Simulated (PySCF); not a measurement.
From one molecule to another.

First species: C4H7N.
Atom-mapped SMILES: `[C-:1]#[N+:2][CH2:3][CH2:4][CH3:5]` (hydrogens: H6, H7 on C3; H8, H9 on C4; H10, H11, H12 on C5)

Second species: C8H9FO.
Geometry (GFN2-xTB, Å), atoms numbered from 1 in this order:
```xyz
19
C8H9FO angstrom
C      2.1193   -1.2213    0.1306
C      0.8644   -1.1792   -0.2853
C      0.0657    0.0619   -0.4048
C      0.8271    1.3311   -0.2379
C      0.7453    2.1504    0.7933
C     -1.0879    0.0651   -1.3571
C     -1.3837    0.0484    0.1221
C     -1.9315   -1.1633    0.7178
O     -1.9091   -2.2884    0.3506
F     -2.5737   -0.8665    1.8956
H      2.6585   -0.3355    0.4220
H      2.6554   -2.1520    0.1926
H      0.3478   -2.0878   -0.5596
H      1.5025    1.5434   -1.0574
H      0.0990    1.9567    1.6336
H      1.3322    3.0513    0.8449
H     -1.2969   -0.8434   -1.9025
H     -1.3150    0.9755   -1.8910
H     -1.7292    0.9627    0.5850
```

Levels: PBE0/pcSseg-1 for dipole moment, HOMO energy, LUMO energy and HOMO–LUMO gap; GFN2-xTB for rotational constant A and rotational constant C. Geometries: GFN2-xTB. Each species is one conformer at its optimised geometry, gas phase, non-relativistic unless stated. Electronic properties by PySCF.

The conformers computed, where there is a choice (atom-mapped SMILES and torsion angles):
- `[C-:1]#[N+:2][CH2:3][CH2:4][CH3:5]`: N2–C3–C4–C5 -66°
- `[CH2:1]=[CH:2][C:3]1([CH:4]=[CH2:5])[CH2:6][C@H:7]1[C:8](=[O:9])[F:10]`: C1–C2–C3–C4 10°, C2–C3–C4–C5 -109°, C6–C7–C8–O9 21°

Which has the higher LUMO energy?

The first: 0.74 eV against -0.73 eV, a difference of 1.47 eV.

Which has the higher rotational constant A?

The first: 10.517 GHz against 1.877 GHz, a difference of 8.640 GHz.

Which of the two has the higher rotational constant C, and by how much?

The first: 2.905 GHz against 0.852 GHz, a difference of 2.053 GHz.

Which of the two has the higher HOMO energy, and by how much?

The second: -7.50 eV against -8.53 eV, a difference of 1.03 eV.

Which has the higher dipole moment?

The first: 3.81 D against 3.53 D, a difference of 0.28 D.

Which of the two has the higher HOMO–LUMO gap, and by how much?

The first: 9.27 eV against 6.77 eV, a difference of 2.50 eV.

On the first: The dipole matches unit charges of opposite sign 0.79 Å apart (1 e·Å = 4.8032 D).

On the second: The dipole equals about 11.8 × 10⁻³⁰ C·m (1 D = 3.33564 × 10⁻³⁰ C·m).
